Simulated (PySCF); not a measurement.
Electron correlation in Ti¹¹⁺ (titanium, charge +11)

[Ne] 3s1, 2S determinant. Computed with PySCF 2.14 in an even-tempered Gaussian basis (17 s from 0.59 bohr⁻², ratio 2.5; 11 p from 0.76 bohr⁻², ratio 2.5; 5 d from 3.3 bohr⁻², ratio 2.7; 4 f from 5 bohr⁻², ratio 2.7), with the non-relativistic Hamiltonian (point nucleus). Frozen: 1s2; 9 electrons correlated; the 18 highest virtual orbitals of each spin left out.

```csv
level,correlation energy (mhartree)
CCSD,-309.34
(T),-0.66
CCSD(T),-310.00
```

Diagnostics: T1 = 0.00060, D1 = 0.0023, largest double amplitude 0.005.

Q: Is a single reference adequate?

A: Yes, within this model without spin-orbit coupling: T1 lies below 0.03 and no double amplitude reaches 0.07.
